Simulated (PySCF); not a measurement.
C2H4ClNSi, SMILES N#CC[SiH2]Cl. Coordinates come from a PBE-D3(BJ)/def2-SVP optimisation. The structure was generated by enumeration, and PubChem lists no compound with its InChIKey, so it may never have been made. The values are those of a single conformer.

Question: Give the equilibrium geometry at PBE-D3(BJ)/def2-SVP (PySCF confirms it by a frequency run) as a Z-matrix. (An estimate is asked for; the answer gives what the named calculation found.)

Answer: One answer among several that fit: 
```
C
H 1 1.1110
H 1 1.1124 2 107.12
C 1 1.4530 2 110.16 3 119.65
N 4 1.1721 3 151.11 1 176.28
Si 1 1.9106 2 108.45 3 -115.99
H 6 1.4969 1 109.81 2 -179.05
H 6 1.4995 7 111.36 1 119.23
Cl 6 2.0731 7 109.53 8 121.10
```
